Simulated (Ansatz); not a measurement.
One change: `NC(=S)[SeH]` becomes `NC(=S)[O][AlH2]`.

Ansatz, PBE0-D4/def2-TZVP geometries, multiplicity 1. Each molecule was computed in one conformer, which needn't be the lowest.

Scalar relativity is left out up to krypton. Spin–orbit coupling is left out; it splits and shifts lone-pair levels of the heavy atoms by tenths of an eV.

```csv
property,`NC(=S)[SeH]`
LUMO energy (B3LYP/def2-TZVPP) / eV,-1.25
size of the dipole moment (PBE/def2-TZVPP) / D,3.22
HOMO–LUMO gap (PBE/def2-TZVPP) / eV,3.30
HOMO energy (PBE/def2-TZVPP) / eV,-5.22
size of the dipole moment (B3LYP/def2-TZVPP) / D,3.29
HOMO energy (ωB97M-V/def2-TZVPP) / eV,-8.49
```

Problem. Give the same properties after the change, and the shifts. (Best estimate.)

Solution. Computed: 
```csv
property,`NC(=S)[O][AlH2]`,shift
LUMO energy (B3LYP/def2-TZVPP) / eV,-2.11,-0.86
size of the dipole moment (PBE/def2-TZVPP) / D,4.90,1.68
HOMO–LUMO gap (PBE/def2-TZVPP) / eV,2.27,-1.03
HOMO energy (PBE/def2-TZVPP) / eV,-4.92,0.30
size of the dipole moment (B3LYP/def2-TZVPP) / D,5.10,1.81
HOMO energy (ωB97M-V/def2-TZVPP) / eV,-8.28,0.21
```

With PBE0 the HOMO rises by 0.29 eV and the LUMO falls by 0.83 eV, so the gap narrows by about 1.12 eV. PBE moves the HOMO by 0.30 eV and ωB97M-V by 0.21 eV. Dipoles are sizes alone; their direction can turn.

B3LYP here is the variant with VWN-RPA as its local correlation; programs differ in this.
